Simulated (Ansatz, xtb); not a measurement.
Two isomers of C5H10NO+

We compare a, `CC(=O)C1C[NH2+]C1`, a singlet, with b, `C1[NH2+][C@@H]2C[C@H]1CO2`, a singlet. Both are isolated ions in the gas phase, relaxed with PBE0-D3(BJ)/def2-SVP; the shapes shown needn't be the lowest conformers.

a (Å):

```xyz
17

C     1.2970   -0.0572   -0.8328
C     0.3949   -0.5264    0.2510
C    -1.0336    0.0345    0.3178
C    -2.0221   -1.1295    0.5363
C    -1.3498    0.4352    1.7737
N    -1.7945   -0.9826    2.0175
O     0.7128   -1.3341    1.0998
H     2.2766   -0.5424   -0.7523
H     1.4089    1.0385   -0.7773
H     0.8445   -0.2730   -1.8150
H    -1.2724    0.7593   -0.4689
H    -1.7658   -2.1267    0.1559
H    -3.0617   -0.8724    0.2958
H    -0.9476   -1.5332    2.2536
H    -2.5619   -1.1708    2.6725
H    -2.2091    1.1120    1.8650
H    -0.5295    0.7506    2.4313
```

b (Å):

```xyz
17

C    -0.0361   -0.1037   -0.7035
C    -1.1447    0.7824    1.2378
C    -1.1073   -0.7304    1.3137
C    -1.2685   -0.8652   -0.2047
C    -2.4954    0.0188   -0.4147
N     0.0538    1.0481    0.2871
O    -2.2478    1.1129    0.5026
H     0.8838   -0.6979   -0.6342
H    -0.1275    0.2983   -1.7206
H    -0.0853    1.9617   -0.1601
H     0.9559    1.0779    0.7758
H    -1.0524    1.4021    2.1387
H    -0.1751   -1.1488    1.7204
H    -1.9603   -1.1158    1.8884
H    -1.3488   -1.8796   -0.6140
H    -3.4359   -0.4819   -0.1404
H    -2.5917    0.4249   -1.4322
```

Energies in hartree; the thermal terms are from GFN2-xTB frequencies at re-optimised GFN2-xTB minima (ideal gas, soft modes damped towards free rotors, one conformer each, 298.15 K, 1 atm) and include the zero-point energy:

|  | a | b |
| --- | --- | --- |
| E, CCSD(T)/def2-SVP | −325.119457 | −325.131593 |
| E, MP2/def2-SVP | −325.019050 | −325.032446 |
| E, MP2/def2-TZVPP | −325.618237 | −325.636373 |
| zero-point energy | 0.146268 | 0.150199 |
| H(298 K) − E | 0.154471 | 0.156613 |
| G(298 K) − E | 0.114891 | 0.121312 |

Task: Correct the CCSD(T) difference for the basis set by the MP2 change, then work out ΔE, ΔE₀, ΔH and ΔG for a → b in kcal/mol (1 Eh = 627.51 kcal/mol) and the equilibrium ratio [b]/[a].

Result: 1. Differences b − a: CCSD(T) −0.012136, MP2 in the small set −0.013396, MP2 in the large set −0.018136 Eh.
2. ΔE = −0.012136 + (−0.018136 − (−0.013396)) = −0.016876 Eh = −10.59 kcal/mol.
3. ΔE₀ = ΔE + ΔZPE = −0.016876 + (+0.003931) Eh = −8.12 kcal/mol.
4. ΔH = ΔE + (+0.002142) Eh = −9.25 kcal/mol.
5. ΔG = ΔE + (+0.006421) Eh = −6.56 kcal/mol, so ΔS = (ΔH − ΔG)/T = −37.7 J/(mol K).
6. kT = 0.9442 mEh, so K = [b]/[a] = exp(−ΔG/kT) = exp(+11.07) ≈ 6.4 × 10^4.

Structure b is favoured at this temperature. An error of 1 kcal/mol in ΔG would change K by a factor of 5.4. Mirror images and further conformers aren't counted.

As drawn, b has 2 C–O in place of 1 C=O. Structure a has a 4-membered ring, b 2 5-membered rings.

Other levels gave ΔE = −23.0 (GFN2-xTB); −44.8 (HF/STO-3G, GFN2-xTB geometries); −10.6 (r2SCAN-D4/def2-SVP, GFN2-xTB geometries); −11.5 (PBE0-D3(BJ)/def2-SVP); −7.2 (HF/def2-SVP); −8.4 (MP2/def2-SVP); −7.6 (CCSD(T)/def2-SVP) kcal/mol. The correlated steps freeze 7 core orbitals. Programs: Ansatz 0.2.0, xtb 6.7.1.
